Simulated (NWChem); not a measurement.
System meant: CHBF$_{4}$O; SMILES OB(F)C(F)(F)F

The following NWChem deck was run.

```
start job
memory heap 200 mb stack 900 mb global 1100 mb
geometry units angstroms noautoz
  B     -0.012729     1.011390     0.000000
  C     -0.017150    -0.607510     0.000000
  F     -0.628796    -1.118933    -1.094265
  F     -0.628796    -1.118933     1.094265
  F      1.271619    -1.080397     0.000000
  F     -1.169067     1.665081     0.000000
  O      1.148923     1.692770     0.000000
  H      1.911537     1.081829     0.000000
end
basis spherical
  * library def2-svp
end
dft
  xc xpbe96 cpbe96
  iterations 4
  mulliken
end
task dft energy
```

End of the output:

```
    Atom       Charge   Shell Charges
 -----------   ------   -------------------------------------------------------
    1 B    5     5.24   1.96  0.51  0.22  1.45  0.62  0.48
    2 C    6     5.89   1.96  0.63  0.32  1.70  0.94  0.34
    3 F    9     9.04   1.98  1.02  0.74  3.20  2.09  0.01
    4 F    9     9.04   1.98  1.02  0.74  3.20  2.09  0.01
    5 F    9     9.07   1.98  1.03  0.74  3.20  2.11  0.01
    6 F    9     8.90   1.98  0.98  0.70  3.18  2.05  0.01
    7 O    8     7.94   1.97  0.85  0.55  2.71  1.83  0.02
    8 H    1     0.88   0.54  0.17  0.17

 center of mass
 --------------
 x =  -0.05162473 y =  -0.02741055 z =   0.00000000

 moments of inertia (a.u.)
 ------------------
         823.958151084099          -0.000000000000           0.000000000000
          -0.000000000000         506.599118697902           0.000000000000
           0.000000000000           0.000000000000        1005.604900936821

     Multipole analysis of the density
     ---------------------------------

     L   x y z        total         alpha         beta         nuclear
     -   - - -        -----         -----         ----         -------
     0   0 0 0      0.000000    -28.000000    -28.000000     56.000000

     1   1 0 0      0.640827      0.320414      0.320414     -0.000000
     1   0 1 0     -0.007370     -0.003685     -0.003685      0.000000
     1   0 0 1      0.000000      0.000000      0.000000      0.000000

     2   2 0 0    -25.169327    -98.758714    -98.758714    172.348100
     2   1 1 0      0.529619     -3.056893     -3.056893      6.643405
     2   1 0 1      0.000000      0.000000      0.000000      0.000000
     2   0 2 0    -30.587196   -174.764417   -174.764417    318.941637
     2   0 1 1     -0.000000     -0.000000     -0.000000      0.000000
     2   0 0 2    -26.681353    -51.825119    -51.825119     76.968885

 ------------------------------------------------------------------------
 dft energy failed                                                                                  0
 ------------------------------------------------------------------------
 ------------------------------------------------------------------------
  current input line :
    21: task dft energy
 ------------------------------------------------------------------------
 ------------------------------------------------------------------------
 This type of error is most commonly associated with calculations not reaching convergence criteria
 ------------------------------------------------------------------------
 For more information see the NWChem manual at https://nwchemgit.github.io

0:dft energy failed:Received an Error in Communication
```

Can this run be used? If not, why, and what is the fix?

Convergence was not reached. Cause: the SCF was allowed too few iterations. This input runs:
```
start job
memory heap 200 mb stack 900 mb global 1100 mb
geometry units angstroms noautoz
  B     -0.012729     1.011390     0.000000
  C     -0.017150    -0.607510     0.000000
  F     -0.628796    -1.118933    -1.094265
  F     -0.628796    -1.118933     1.094265
  F      1.271619    -1.080397     0.000000
  F     -1.169067     1.665081     0.000000
  O      1.148923     1.692770     0.000000
  H      1.911537     1.081829     0.000000
end
basis spherical
  B library def2-svp
  C library def2-svp
  F library def2-svp
  O library def2-svp
  H library def2-svp
end
dft
  xc xpbe96 cpbe96
  iterations 150
  mulliken
end
task dft energy
```
It converges to -537.33503 Ha (PBE/def2-SVP).
